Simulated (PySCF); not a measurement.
Species: CH₁₀ClPSi₃.
Bonds: Si1–P2, P2–Si3, P2–Si4, Si4–C5, C5–Cl6. Hydrogens: H7, H8, H9 on Si1; H10, H11, H12 on Si3; H13, H14 on Si4; H15, H16 on C5.

Theory: core-valence-separated Tamm–Dancoff BHandHLYP/aug-pcX-1 (pcseg-1 on H, def2-SVPD on Si, def2-SVPD on Cl, def2-SVPD on P) in PySCF, non-relativistic, gas phase, PBE0-D3(BJ)/def2-SVP geometry. BHandHLYP without relativity tends to put these K edges a few eV too low, so spacings mean more than positions.

Q: List the carbon K-edge absorption lines.

A: 
| E (eV) | f | core hole on | main final orbital |
| --- | --- | --- | --- |
| 284.45 | 0.0617 | C5 | spread |
| 286.78 | 0.0067 | C5 | LUMO (57 %) |
| 287.34 | 0.0348 | C5 | LUMO+7 (36 %) |
| 287.39 | 0.0355 | C5 | LUMO+5 (45 %) |
| 287.92 | 0.0023 | C5 | LUMO+2 (39 %) |
| 288.30 | 0.0017 | C5 | spread |
| 288.54 | 0.0030 | C5 | LUMO+1 (30 %) |

The first line with a tenth or more of the strongest one's intensity is at 284.45 eV (f = 0.062), with the hole on C5 (sp3 C–Cl carbon). It is also the strongest listed.

Roots within 0.03 eV whose holes lie on the same, on equivalent or on shared atoms are summed into one line, and the highest roots are left out, as the search may have cut off their partners. Final orbitals are the ground state's empty Kohn–Sham orbitals.

Q: What is the summed oscillator strength of the listed C K lines, and their intensity-weighted mean energy?

A: Σf = 0.146 over 7 lines from 284.45 to 288.54 eV; the weighted mean is 286.15 eV. The strongest line holds 42 % of the sum.

The list ends where the root search ended, not at a threshold.

The run took 15 s wall on one thread of an Intel Xeon Platinum 8375C at 2.90 GHz, shared host with 96 logical CPUs at a one-minute load of 11, and the process peaked at 0.96 GiB of memory.

Conformer computed: `[SiH3:1][P:2]([SiH3:3])[SiH2:4][CH2:5][Cl:6]`: Si1–P2–Si4–C5 -78°, P2–Si4–C5–Cl6 62°.

One conformer stands for the species.
